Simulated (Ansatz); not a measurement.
Consider the ligand exchange at the Si–N bond: `CN[SiH2]N` + `SS` → `N[SiH2]SS` + CH₃NH₂.

Gas-phase electronic energies from Ansatz, PBE0-D4/def2-TZVP geometries. CCSD(T)/CBS adds triple-zeta CCSD(T) − MP2 to the extrapolated MP2 energy (def2 sets, frozen cores). This one scheme is used for every species. Functionals use def2-TZVPP. One conformer a species, not always the lowest.

```tsv
level	ΔE (eV)
PBE-D4	-0.19
LC-ωPBE	-0.07
MP2/def2-TZVPP	-0.11
HF/CBS(def2)	0.04
```

Problem. What does CCSD(T)/CBS give? (An estimate is asked.)

Solution. The calculation gave: -0.10 eV. The listed levels differ from it by -0.09, 0.03, -0.01, 0.14 eV.

Largest T1 diagnostic among the species: 0.012.

The D4 term adds −0.04 eV with B3LYP and −0.02 eV with PBE0; it sums over pairs of atoms, weighted by their polarisabilities, and B3LYP, whose exchange is more repulsive, gets the larger term. Leaving LDA and LC-ωPBE aside and taking each functional with its dispersion term where it has one, the values, not all of them listed here, spread over 0.17 eV, from revPBE-D4 to CAM-B3LYP-D4. LDA lies +0.07 eV from PBE without D4. In def2-TZVPP, CCSD(T) changes the Hartree–Fock value by −0.10 eV (the triples alone add −0.03 eV) and MP2 by −0.13 eV.

B3LYP here is the variant with VWN-RPA as its local correlation; programs differ in this.
